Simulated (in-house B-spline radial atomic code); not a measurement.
# LC-wPBE excitations of neutral ytterbium

Method: LC-wPBE. Computed with an all-electron radial atomic-structure program (B-spline basis): linear response of the closed shell [Xe] 4f14 6s2 with the functional's adiabatic kernel; scalar-relativistic (spin-free one-electron X2C), finite nucleus, no spin-orbit coupling, no double excitations, S, P, D and F terms only; shells from n = 4 respond. Only terms of natural parity with L up to 3 were computed.

Spin-orbit coupling is strong here, so these LS terms don't match observed levels.

Command:
```bash
python run_td.py task.json out
```
Settings (radii: box in bohr, nucleus in fm):
```
Z                        70
electrons                70
configuration            [Xe] 4f14 6s2
hamiltonian              x2c
method                   lc_wpbe
box_radius               75
rms_radius               5.3108
intervals                76
```

Time taken, with all properties: 4.4 s on 1 thread of Intel(R) Xeon(R) Platinum 8488C (Sapphire Rapids), on a shared host.

The lowest states, in the order of their Tamm-Dancoff energies; the method's threshold (minus the highest occupied level) is 6.130 eV. Labels give the largest channel, * marks a mixed state, and oscillator strengths are full-response dipole values. Measured ¹D terms are left out, since they can mix with doubly excited terms. Semilocal kernels can invert the small singlet-triplet splittings of Rydberg terms. Energies in eV:

```tsv
state	full response	Tamm-Dancoff	oscillator strength	measured (J-weighted term)
6s → 6p 3P	1.608	1.889	-	2.339
4f → 5d 3P	2.343	2.427	-	-
4f → 5d 3F	2.603	2.638	-	-
6s → 5d 3D	2.589	2.690	-	3.092
6s → 6p 1P*	2.893	2.925	1.21	3.108
4f → 5d 1F	2.959	2.967	-	-
4f → 6p 3D	3.061	3.076	-	-
4f → 6p 1D	?	?	-	-
6s → 5d 1D	?	?	-	-
6s → 7s 3S	3.938	3.952	-	4.054
```

Question: Where does 6s → 5d 1D lie?

Answer: At 3.406 eV in full response, 3.438 eV in Tamm-Dancoff.

Question: Where does 4f → 6p 1D lie?

Answer: At 3.161 eV in full response, 3.184 eV in Tamm-Dancoff.

Question: How large is the singlet-triplet splitting of 6s → 6p (P terms) in Tamm-Dancoff?

Answer: 1.04 eV, from the unrounded values.

Question: What polarisabilities and dispersion coefficient does the method give?

Answer: Dipole 159.5 bohr³, quadrupole 2686 bohr⁵, C6 2375 hartree·bohr⁶ for two such species. Recommended dipole value: 139 ± 6 bohr³ (Schwerdtfeger and Nagle, table of static dipole polarizabilities (2023 update)), which includes relativity and correlation.
